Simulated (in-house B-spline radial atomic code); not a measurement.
Spin-orbit splittings of orbital energies (j = l + 1/2 less j = l - 1/2) and ratios of mean radii (lower j over upper j) along the 39-electron series, configuration [Kr] 4d3. Computed with an all-electron radial atomic-structure program (B-spline basis): Dirac-Hartree-Fock, average of the configuration, finite nuclei.

```
  ion   Z  splitting of 3d (eV)  radius ratio of 3d  splitting of 2p (eV)  radius ratio of 2p  splitting of 4d (eV)  radius ratio of 4d
Sb12+  51                9.9257             0.98866                252.93             0.95011                1.7917             0.99231
Te13+  52                11.001             0.98824                275.68             0.94805                 2.073             0.99212
 I14+  53                12.162             0.98782                300.02             0.94595                2.3823             0.99192
Xe15+  54                13.414             0.98738                326.02              0.9438                2.7211              0.9917
Cs16+  55                 14.76             0.98694                353.77              0.9416                3.0914             0.99147
Ba17+  56                16.206             0.98648                383.35             0.93935                3.4949             0.99122
La18+  57                17.757             0.98601                414.87             0.93705                3.9335             0.99097
Ce19+  58                19.418             0.98553                448.41              0.9347                4.4092             0.99071
Pr20+  59                21.193             0.98504                484.07              0.9323                4.9239             0.99044
Nd21+  60                23.089             0.98454                521.96             0.92985                5.4797             0.99016
Pm22+  61                 25.11             0.98403                562.19             0.92734                6.0786             0.98987
Sm23+  62                27.262             0.98351                604.86             0.92479                6.7229             0.98958
Eu24+  63                29.551             0.98298                 650.1             0.92218                7.4148             0.98927
Gd25+  64                31.983             0.98244                698.02             0.91951                8.1565             0.98896
Tb26+  65                34.563             0.98189                748.76             0.91679                8.9503             0.98864
Dy27+  66                37.298             0.98133                802.43             0.91401                9.7986             0.98831
Ho28+  67                40.194             0.98075                859.19             0.91118                10.704             0.98798
Er29+  68                43.257             0.98017                919.18             0.90829                11.669             0.98763
Tm30+  69                46.494             0.97958                982.53             0.90533                12.696             0.98728
Yb31+  70                49.912             0.97897               1049.41             0.90232                13.787             0.98693
Lu32+  71                53.517             0.97836               1119.98             0.89925                14.946             0.98656
Hf33+  72                57.316             0.97773               1194.41             0.89612                16.175             0.98619
```

(1) With what power of Z does the column «splitting of 2p (eV)» change over this range?

## Answers

(1) A fit of the logarithm of its size against log Z from Z = 51 to 72 has slope 4.50. An unscreened hydrogenic electron would give 4 at low Z; screening makes the apparent power larger near the neutral end, and relativity raises it again at high Z.
